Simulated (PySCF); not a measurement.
In⁺ (indium, charge +1) across methods

[Kr] 4d10 5s1 5p1, high-spin 3P determinant (an excited configuration). Computed with PySCF 2.14 in aug-cc-pVTZ-PP with ECP28MDF (6s5p4d2f, 55 functions), with a scalar-relativistic core potential.

```csv
method,E (hartree),mean ε 4d β (eV),mean ε 5s α (eV),mean ε 5p α (eV),Σ⟨r²⟩ (bohr²),⟨S²⟩
LDA,-189.3626,-27.296,-16.886,-9.910,41.55,2.001
M06,-189.7506,-29.941,-17.378,-10.361,41.75,2.001
PBE,-189.6987,-27.175,-16.567,-9.831,41.62,2.001
UHF,-188.86842,-36.098,-20.152,-13.121,42.00,2.002
r2SCAN,-189.7740,-27.674,-16.901,-10.125,41.23,2.003
revPBE,-189.7577,-27.120,-16.483,-9.808,41.60,2.001
r2SCANh,-189.7633,-28.614,-17.307,-10.464,41.23,2.002
B3LYP,-189.7666,-29.224,-17.453,-10.511,41.57,2.001
PBE0,-189.7073,-29.654,-17.635,-10.761,41.52,2.001
```

Energies and moments cover only the electrons outside the core potential.
